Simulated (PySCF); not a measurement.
# One molecule, several mistakes: BCClGeH6

All numbers below are calculated, not measured. The program is PySCF 2.14.0, an open-source quantum chemistry code, run on an isolated molecule that a program drew, which may never have been made. The molecule is BCClGeH6 (charge 0, singlet), drawn as the SMILES string `ClB[CH2][GeH3]`.

Each row is a Hartree-Fock (HF) and frozen-core CCSD(T) single point in the cc-pV(D+d)Z basis, meant for a local HF minimum. Run 1 is clean. Each other run has one planted mistake out of seven kinds, and not every kind appears here: one electron removed, one electron added, multiplicity raised by two, geometry at a saddle point, minimal basis STO-3G, one bond length entered in bohr, all coordinates scaled. The reference is restricted for singlets and unrestricted otherwise, and also for a bond in bohr. Adding or removing an electron swaps singlet and doublet. Electrons count all cores. HOMO and LUMO are orbital energies over both spins, the gradient is its largest component, and the lowest frequency (negative if imaginary) is given only where the gradient is small. Bond lengths are over the 9 bonds as drawn. T1 is the CCSD diagnostic: over 0.02 (restricted) or 0.045 (unrestricted) a single reference is doubtful. Germanium has the cc-pVDZ-PP basis, with a core potential (ECP10MDF) in place of its 10 inner electrons, and its 3s, 3p and 3d shells are frozen in CCSD(T).

Geometry of the clean run:
```xyz
10
BCClGeH6, angstrom
Cl   -2.7911   -1.4276    0.6235
B    -1.7688   -0.5036   -0.4976
C    -0.4496    0.1548   -0.0183
Ge   -0.7556    2.0406    0.5371
H    -2.1864   -0.3923   -1.6115
H    -0.0049   -0.3440    0.8451
H     0.2839    0.2140   -0.8271
H     0.5961    2.6486    0.9196
H    -1.3601    2.8432   -0.6196
H    -1.7010    2.0950    1.7390
```

```
run  electrons  basis functions  <S^2>  HOMO (eV)  LUMO (eV)  gradient (hartree/bohr)  lowest frequency (cm^-1)  mean bond (Å)  longest bond (Å)      T1  HF (hartree)  CCSD(T) (hartree)                          mistake
  1         66              104  0.000     -11.46       2.37                  2.3e-05                        54         1.4766             1.990  0.0115    -818.96931         -819.50803                         no fault
  2         66              104  0.716     -11.09       1.57                  1.9e-02                         -         1.5845             2.063  0.0528    -818.84221         -819.37848  one bond length entered in bohr
  3         67              104  0.765       0.40       8.27                  3.6e-02                         -         1.4766             1.990  0.0125    -818.91658         -819.47204               one electron added
  4         65              104  0.762     -16.56      -8.85                  2.8e-02                         -         1.4766             1.990  0.0619    -818.59167         -819.12081                                ?
```

**Which mistake was planted in run 4, and what did it cost?**

It counts 65 electrons, one fewer than the clean run, at the same geometry and basis. So the mistake is: one electron removed. Subtracting run 1 and multiplying by 627.51 kcal/mol a hartree, the energy moved by 237.0 kcal/mol in HF and 243.0 kcal/mol in CCSD(T).

Cautions from the logs. Run 2: T1 is over the limit, so its CCSD(T) energy is less reliable; run 3: the HOMO is above zero, so the electron isn't bound and the energy depends on the basis; run 4: T1 is over the limit, so its CCSD(T) energy is less reliable.
